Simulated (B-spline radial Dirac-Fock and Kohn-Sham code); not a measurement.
**What relativity does to the binding energies of Cs⁴⁴⁺**

System: cesium as Cs⁴⁴⁺, [Ne] 3s1.

Both columns are ΔSCF binding energies of the configuration average from an atomic code on a B-spline grid: non-relativistic Hartree-Fock with a point nucleus, and Dirac-Fock with a finite nucleus and the Coulomb interaction alone, averaged over the two j levels with weights 2j+1.

```tsv
shell	Hartree-Fock (eV)	Dirac-Fock (eV)	shift (eV)	shift (%)
2p	7845.2	8002.8	+157.69	+2.01
3s	3352.3	3488.3	+135.98	+4.06
```

Relativity binds 2p, 3s more strongly, among those listed most of all 3s in relative terms.

Values without a named source are computed, but for edge energies of neutral atoms, which are taken from tables.
